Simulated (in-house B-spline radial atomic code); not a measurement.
Configurations of Mn⁶⁺, with energies counted from [Ar] 3d1. Level of theory: Dirac-Hartree-Fock, average of configuration, Fermi nucleus of rms radius 3.7057 fm; calculated with a B-spline radial code for spherical atoms. Energies include first-order Breit, QED and recoil terms.

Occupations are held fixed; configurations that lie above the ionisation limit could autoionise.

```
       configuration  E - E(ref) (eV)  highest orbital  its <r> (bohr)
            [Ar] 5s1           75.069            5s1/2           3.354
[Ne] 3s2 3p5 3d1 4s1           90.459            4s1/2           1.864
            [Ar] 5f1            90.69            5f7/2            4.31
            [Ar] 6s1           90.838            6s1/2           5.266
            [Ar] 5g1           91.413            5g9/2           3.919
            [Ar] 6d1           96.504            6d5/2           6.206
            [Ar] 6f1             99.1            6f7/2           6.623
            [Ar] 7p1           100.55            7p3/2           8.032
            [Ar] 7g1           104.48            7g9/2            9.05
[Ne] 3s2 3p5 3d1 5s1           125.99            5s1/2           3.355
[Ne] 3s2 3p5 3d1 6f1           149.98            6f7/2           6.616
[Ne] 3s2 3p5 3d1 7f1           155.06            7f7/2            9.36
```

Problem. Order these further configurations by energy, lowest first.
A. [Ne] 3s2 3p5 3d1 6g1
B. [Ar] 6p1
C. [Ne] 3s2 3p5 3d2
D. [Ar] 7s1
E. [Ar] 4p1

Solution. E (49.529 eV), C (51.784 eV), B (93.034 eV), D (99.268 eV), A (150.46 eV).

Problem. How far above the reference does [Ar] 5d1 lie?

Solution. 85.893 eV; its least bound orbital is 5d5/2 with <r> = 4.033 bohr.

Problem. How far above the reference does [Ne] 3s2 3p5 3d1 7g1 lie?

Solution. 155.37 eV; its least bound orbital is 7g9/2 with <r> = 9.049 bohr.

Problem. How far above the reference does [Ne] 3s2 3p5 3d1 5f1 lie?

Solution. 141.56 eV; its least bound orbital is 5f7/2 with <r> = 4.304 bohr.

Problem. One of these lies 142.3 eV from the reference. Which?
A. [Ne] 3s2 3p5 3d1 5g1
B. [Ar] 4d1
C. [Ne] 3s2 3p5 3d1 4f1
D. [Ar] 5p1

Solution. A.
